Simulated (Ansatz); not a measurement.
Geometry optimisation, Ansatz, RKS B3LYP/def2-SVP.

input.yaml

```yaml
crystal:
  periodic: [false, false, false]
  atoms:
    - { symbol: W, position_ang: [0.18115, 0.195776, -0.167587] }
    - { symbol: H, position_ang: [0.342465, 0.080032, 2.754661] }
    - { symbol: F, position_ang: [1.63354, -0.809341, 0.439032] }
    - { symbol: F, position_ang: [-0.706432, 1.758194, -0.707061] }
    - { symbol: F, position_ang: [-1.425066, -0.022276, 0.781854] }
    - { symbol: F, position_ang: [-0.283674, -1.446814, -0.96174] }
    - { symbol: H, position_ang: [0.662464, 0.41094, -1.776859] }
    - { symbol: "N", position_ang: [1.436165, 1.602095, 0.570848] }
    - { symbol: H, position_ang: [2.337429, 1.376751, 0.989902] }
    - { symbol: H, position_ang: [1.264805, 2.602979, 0.472799] }
    - { symbol: H, position_ang: [0.697254, 0.648065, 2.497151] }
basis:
  gaussian: { orbitals: def2-SVP }
hamiltonian:
  xc: b3lyp
relax:
  f_tol: 0.03
  max_steps: 50
```

Run as:

```bash
$ ansatz run input.yaml --threads 4 --pin off --max-ram 5120MiB --backend cpu --events-out ev --progress --plain --runs-dir out
```

**Question.** Where does it end, and by what steps?

**Answer.** It converged. The force dipped under the threshold on the way, but the program's further checks kept it going. After 32 steps the energy has fallen by 0.357 eV; H11 moved furthest, 2.06 Å.

```
step  energy less start (eV)  largest force component (eV/Å)  accepted
   0                  0.0000                           1.367       yes
   2                 -0.2805                           0.119       yes
   4                 -0.3281                           0.280       yes
   6                 -0.3378                           0.064       yes
   8                 -0.3411                           0.165       yes
  10                 -0.3444                           0.235       yes
  12                 -0.3478                           0.153       yes
  14                 -0.3500                           0.231       yes
  16                 -0.3526                           0.051       yes
  18                 -0.3522                           0.279        no
  20                 -0.3543                           0.094       yes
  22                 -0.3553                           0.038       yes
  24                 -0.3558                           0.056       yes
  26                 -0.3561                           0.017       yes
  28                 -0.3565                           0.057       yes
  30                 -0.3567                           0.050       yes
  32                 -0.3570                           0.017       yes
```

```xyz
11
Properties=species:S:1:pos:R:3
W 0.374 0.236 -0.347
H -0.478 0.166 3.594
F 1.924 -0.788 -0.099
F -0.716 1.763 -0.361
F -0.769 -0.195 1.089
F -0.233 -1.354 -1.156
H 0.308 0.652 -1.995
N 1.732 1.594 -0.058
H 2.732 1.402 -0.024
H 1.516 2.591 -0.052
H -0.249 0.330 4.302
```

Whether the end is a true minimum wasn't checked by a vibrational analysis.

Time of the run: 90 s on 4 threads of Arm Neoverse V1, on a shared host, peak memory 0.34 GiB.
